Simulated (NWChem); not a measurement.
# CdNH2F; SMILES [NH2][Cd][F]

```xyz
5

Cd    -0.0022    -0.0207     0.0144
F      0.0052    -1.9498    -0.0183
N      0.0052     1.9764     0.0497
H     -0.8017     2.3582    -0.4439
H      0.8251     2.3493    -0.4296
```
Atoms are numbered in this order, from 1.

All runs: NWChem. Structure relaxed at the PBE0/def2-SVP level. No frequency run checked for a minimum. def2 effective core potentials on Cd; no spin-orbit coupling. Ions are spin-unrestricted doublets at the neutral geometry; other ion states weren't tried.

### Question
What does the run give for CAM-B3LYP/def2-SVP? Quantities: vertical ionisation energy, ΔSCF (eV); −ε(HOMO) (eV).

### Answer
```yaml
vertical ionisation energy, ΔSCF (eV): 9.62
"−ε(HOMO) (eV)": 8.49
```
